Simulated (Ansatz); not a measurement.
`BN[SiH2]CO` + `O[SiH2][GeH3]` → `OC[SiH2][SiH2]O` + `B[NH][GeH3]`  (redistribution)

Program: Ansatz. Geometries: PBE0-D4/def2-TZVP. ΔE: electronic, gas phase. CCSD(T)/CBS is the MP2 limit (def2-TZVPP, def2-QZVPP) plus CCSD(T) − MP2 in def2-TZVPP, frozen cores. Functionals use def2-TZVPP. For Ge outer-core shells are correlated without core-valence functions, which leaves a few kJ/mol of doubt a bond. Scalar relativity is left out up to krypton. Each species was taken in one conformer, which may not be the lowest.

Problem. Is it downhill or uphill in electronic energy at CCSD(T)/CBS, and by how much? (An estimate is asked.)

Solution. The calculation gave: Uphill: ΔE = +0.64 eV.

Problem. What do these levels give: PBE-D4, PBE0-D4, ωB97X-V, ωB97M-V, SCS-MP2/def2-TZVPP, CCSD/def2-TZVPP, CCSD(T)/def2-TZVPP, HF/def2-QZVPP, MP2/def2-QZVPP, SCS-MP2/def2-QZVPP, HF/CBS(def2), MP2/CBS(def2)? (Best estimate.)

Solution. Ansatz gave: PBE-D4 0.58, PBE0-D4 0.61, ωB97X-V 0.61, ωB97M-V 0.67, SCS-MP2/def2-TZVPP 0.61, CCSD/def2-TZVPP 0.61, CCSD(T)/def2-TZVPP 0.60, HF/def2-QZVPP 0.65, MP2/def2-QZVPP 0.65, SCS-MP2/def2-QZVPP 0.63, HF/CBS(def2) 0.65, MP2/CBS(def2) 0.66 eV.

Largest T1 diagnostic among the species: 0.013.
